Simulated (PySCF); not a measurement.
## UHF on Kr⁺ (krypton, charge +1)

Configuration: [Ar] 3d10 4s2 4p5, 2P determinant. All numbers are calculated (PySCF 2.14, the spin-free X2C one-electron Hamiltonian (Gaussian nucleus), in jorge-DZP-DKH (8s6p2d1f, 43 functions)).

| Item | Value |
| --- | --- |
| Total energy | -2787.527286 hartree |
| One-electron energy | -3860.6684 hartree |
| Hartree (Coulomb) energy | 1168.3559 hartree |
| Exchange energy | -95.2148 hartree |
| ⟨S²⟩ | 0.7507 |
| ⟨L²⟩ | 2.003 |
| Sum of ⟨r⟩ | 23.59 bohr |
| Sum of ⟨r²⟩ | 32.16 bohr² |
| Traceless quadrupole moment −½Σ⟨3z² − r²⟩ along its main axis | 1.65 e·bohr² |
| Langevin diamagnetic susceptibility | -25.5 ×10⁻⁶ cm³/mol |
| Time after the integrals | 0.11 s of wall time on 1 thread of Neoverse-V2 (shared host) |

| shell | electrons | mean orbital energy (eV) | spread (eV) | rms radius, mean of both spins (bohr) |
| --- | --- | --- | --- | --- |
| 1s α | 1 | -14416.6 | 0 | 0.0477 |
| 1s β | 1 | -14416.4 | 0 | 0.0477 |
| 2s α | 1 | -1972.4 | 0 | 0.198 |
| 2s β | 1 | -1972.3 | 0 | 0.198 |
| 2p α | 3 | -1740.7 | 0.266 | 0.177 |
| 2p β | 3 | -1740.5 | 0.138 | 0.177 |
| 3s α | 1 | -317.49 | 0 | 0.565 |
| 3s β | 1 | -317.19 | 0 | 0.565 |
| 3p α | 3 | -241.00 | 0.802 | 0.582 |
| 3p β | 3 | -240.59 | 0.112 | 0.582 |
| 3d α | 5 | -114.04 | 0.750 | 0.609 |
| 3d β | 5 | -113.83 | 0.411 | 0.609 |
| 4s α | 1 | -44.453 | 0 | 1.67 |
| 4s β | 1 | -41.182 | 0 | 1.67 |
| 4p α | 3 | -25.589 | 1.797 | 2.00 |
| 4p β | 2 | -24.153 | 0 | 2.00 |

Densities and radii are taken from the X2C orbitals without a picture-change correction, which distorts them close to the nucleus.
